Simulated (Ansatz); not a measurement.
CH5GeNS can be A, `[NH2][GeH]1[CH2][S]1`, or B, `C[S][Ge][NH2]`.

Computed with Ansatz on PBE0-D4/def2-TZVP structures; ΔE is electronic, products minus reactants. CBS: MP2 limit from def2 TZ/QZ plus the TZ coupled-cluster correction, frozen cores. Functionals use def2-TZVPP. B3LYP here is the variant with VWN-RPA as its local correlation; programs differ in this. For Ge outer-core shells are correlated without core-valence functions, which leaves a few kJ/mol of doubt a bond. Scalar relativity is left out up to krypton. Each species was taken in one conformer, which may not be the lowest.

(1) Which is lower in electronic energy at CCSD(T)/CBS, and by how much? (Estimate.)

(2) Give E(B) − E(A) in kcal/mol with B2PLYP, MP2/def2-TZVPP, HF/def2-TZVPP, CCSD/def2-TZVPP, ωB97M-V, B3LYP-D4, PBE0-D4. (An estimate is asked.)

Largest T1 diagnostic: 0.014.

Results:

(1) Computed: B, by 22.7 kcal/mol.

(2) The calculation gave: B2PLYP -25.3, MP2/def2-TZVPP -18.5, HF/def2-TZVPP -25.6, CCSD/def2-TZVPP -21.0, ωB97M-V -25.1, B3LYP-D4 -29.4, PBE0-D4 -23.3. None reverses the order clearly.

In def2-TZVPP, CCSD(T) changes the Hartree–Fock value by +5.2 kcal/mol (the triples alone add +0.6 kcal/mol) and MP2 by +7.2 kcal/mol. From PBE to PBE0 (25 % exact exchange), in def2-TZVPP and without D4, E(B) − E(A) moves by +2.4 kcal/mol.
